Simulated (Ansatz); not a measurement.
Consider the formal hydrolysis of the Si–C bond: `CO[Si](C)(N)O` + H₂O → `CO[Si](N)(O)O` + CH₄.

Program: Ansatz. Geometries: PBE0-D4/def2-TZVP. ΔE: electronic, gas phase. CBS: MP2 limit from def2 TZ/QZ plus the TZ coupled-cluster correction, frozen cores. This one scheme is used for every species. Each species was taken in one conformer, which may not be the lowest.

`CO[Si](C)(N)O`:

Cartesian coordinates in Å:
```
C 0.694 1.708 1.024
O 1.174 0.537 0.410
Si 0.197 -0.658 -0.163
C -0.856 -0.065 -1.572
N -0.848 -1.231 1.057
O 1.266 -1.813 -0.634
H 1.524 2.194 1.542
H 0.294 2.411 0.284
H -0.092 1.485 1.754
H -1.425 -0.888 -2.013
H -1.564 0.704 -1.251
H -0.229 0.362 -2.358
H -1.803 -1.464 0.845
H -0.500 -1.771 1.832
H 2.167 -1.510 -0.756
```

H₂O:

Cartesian coordinates in Å:
```
O -0.362 0.135 -0.047
H 0.439 0.646 0.088
H -0.077 -0.781 -0.041
```

`CO[Si](N)(O)O`:

Z-matrix (Å, degrees):
```
C
O 1 1.407
H 1 1.097 2 111.3
H 1 1.092 2 108.3 3 -118.9
H 1 1.095 2 111.4 3 121.5
Si 2 1.634 1 124.1 3 -63.3
O 6 1.640 2 104.7 1 -52.2
N 6 1.697 2 118.4 1 67.8
O 6 1.632 2 105.2 1 -174.9
H 7 0.958 6 116.1 2 177.4
H 8 1.006 6 121.1 2 76.5
H 8 1.005 6 122.0 2 -78.0
H 9 0.958 6 115.3 2 25.9
```

CH₄:

Cartesian coordinates in Å:
```
C 0.000 0.000 0.000
H 0.018 0.184 1.074
H -0.904 0.433 -0.428
H 0.011 -1.074 -0.185
H 0.875 0.457 -0.461
```

```csv
species,CCSD(T)/CBS(def2) energy (Eh)
`CO[Si](C)(N)O`,-575.80154
H₂O,-76.37941
`CO[Si](N)(O)O`,-611.76370
CH₄,-40.46206
```

Question: Work out ΔE.

Answer: ΔE = (-611.76370) + (-40.46206) − (-575.80154) − (-76.37941) = -0.04481 Eh = -117.6 kJ/mol.

Largest T1 diagnostic among the species: 0.011.

In def2-TZVPP, CCSD(T) changes the Hartree–Fock value by +19.2 kJ/mol (the triples alone add +2.2 kJ/mol) and MP2 by +19.1 kJ/mol. From PBE to PBE0 (25 % exact exchange), in def2-TZVPP and without D4, ΔE moves by −3.5 kJ/mol. The D4 term adds +4.1 kJ/mol with B3LYP and +2.5 kJ/mol with PBE0; it sums over pairs of atoms, weighted by their polarisabilities, and B3LYP, whose exchange is more repulsive, gets the larger term.

B3LYP here is the variant with VWN-RPA as its local correlation; programs differ in this.
